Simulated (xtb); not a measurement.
Harmonic IR lines of one isomer of C$_{10}$H$_{9}$N, unscaled. Computed with xtb with GFN2-xTB.

```json
[
 {"wavenumber (cm⁻¹)": "158", "relative intensity": "3.6"},
 {"wavenumber (cm⁻¹)": "408", "relative intensity": "3.4"},
 {"wavenumber (cm⁻¹)": "590", "relative intensity": "5.2"},
 {"wavenumber (cm⁻¹)": "759", "relative intensity": "27"},
 {"wavenumber (cm⁻¹)": "804", "relative intensity": "4.8"},
 {"wavenumber (cm⁻¹)": "832", "relative intensity": "37"},
 {"wavenumber (cm⁻¹)": "871", "relative intensity": "3.3"},
 {"wavenumber (cm⁻¹)": "958", "relative intensity": "6.8"},
 {"wavenumber (cm⁻¹)": "1021", "relative intensity": "37"},
 {"wavenumber (cm⁻¹)": "1215", "relative intensity": "9.5"},
 {"wavenumber (cm⁻¹)": "1236", "relative intensity": "3.1"},
 {"wavenumber (cm⁻¹)": "1245", "relative intensity": "39"},
 {"wavenumber (cm⁻¹)": "1318", "relative intensity": "24"},
 {"wavenumber (cm⁻¹)": "1359", "relative intensity": "8.5"},
 {"wavenumber (cm⁻¹)": "1376", "relative intensity": "3.4"},
 {"wavenumber (cm⁻¹)": "1388", "relative intensity": "22"},
 {"wavenumber (cm⁻¹)": "1409", "relative intensity": "28"},
 {"wavenumber (cm⁻¹)": "1454", "relative intensity": "18"},
 {"wavenumber (cm⁻¹)": "1470", "relative intensity": "14"},
 {"wavenumber (cm⁻¹)": "1502", "relative intensity": "42"},
 {"wavenumber (cm⁻¹)": "1557", "relative intensity": "40"},
 {"wavenumber (cm⁻¹)": "1595", "relative intensity": "86"},
 {"wavenumber (cm⁻¹)": "3010", "relative intensity": "33"},
 {"wavenumber (cm⁻¹)": "3020", "relative intensity": "26"},
 {"wavenumber (cm⁻¹)": "3054", "relative intensity": "28"},
 {"wavenumber (cm⁻¹)": "3064", "relative intensity": "46"},
 {"wavenumber (cm⁻¹)": "3076", "relative intensity": "40"},
 {"wavenumber (cm⁻¹)": "3081", "relative intensity": "100"},
 {"wavenumber (cm⁻¹)": "3087", "relative intensity": "94"},
 {"wavenumber (cm⁻¹)": "3104", "relative intensity": "35"}
]
```

Problem. Which structure gives these lines?
A) `Cc1cccc2cccnc12`
B) `Cc1ccc2ccccc2n1`
C) `Cc1cccc2ncccc12`
D) `Cc1ccc2cccnc2c1`

Solution. B, `Cc1ccc2ccccc2n1`
